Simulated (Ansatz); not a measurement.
Correlation energies of `OPN[SiH3]` by basis set

```json
{"atom": "O1", "x (Å)": "-1.811", "y (Å)": "1.437", "z (Å)": "-0.655"}
{"atom": "P2", "x (Å)": "-1.275", "y (Å)": "-0.124", "z (Å)": "-0.772"}
{"atom": "N3", "x (Å)": "0.388", "y (Å)": "-0.056", "z (Å)": "-0.479"}
{"atom": "Si4", "x (Å)": "1.154", "y (Å)": "-0.673", "z (Å)": "0.948"}
{"atom": "H5", "x (Å)": "-2.305", "y (Å)": "1.557", "z (Å)": "0.160"}
{"atom": "H6", "x (Å)": "-1.198", "y (Å)": "-0.077", "z (Å)": "-2.189"}
{"atom": "H7", "x (Å)": "0.943", "y (Å)": "0.517", "z (Å)": "-1.101"}
{"atom": "H8", "x (Å)": "2.340", "y (Å)": "-1.492", "z (Å)": "0.586"}
{"atom": "H9", "x (Å)": "0.143", "y (Å)": "-1.501", "z (Å)": "1.648"}
{"atom": "H10", "x (Å)": "1.621", "y (Å)": "0.413", "z (Å)": "1.853"}
```

Charge 0, multiplicity 1. The geometry is a stationary point of PBE0-D4/def2-TZVP. It is one conformer, not always the lowest. Frozen core, restricted reference, Ansatz. CBS rows extrapolate triple and quadruple zeta; past MP2 they add the triple-zeta difference.

```json
{"basis": "def2-SVP", "HF (Eh)": "-762.20946", "MP2 corr.": "-0.57374"}
{"basis": "def2-TZVPP", "HF (Eh)": "-762.60954", "MP2 corr.": "-0.73225"}
{"basis": "def2-QZVPP", "HF (Eh)": "-762.63606", "MP2 corr.": "-0.78945"}
```

Problem. Estimate the CCSD correlation energy and the (T) correction in each basis where they were run (hartree).

Solution. 
| basis | CCSD corr. | (T) |
| --- | --- | --- |
| def2-SVP | -0.62300 | -0.01580 |
| def2-TZVPP | -0.77485 | -0.02951 |
| CBS(def2) | -0.87443 | as TZ |
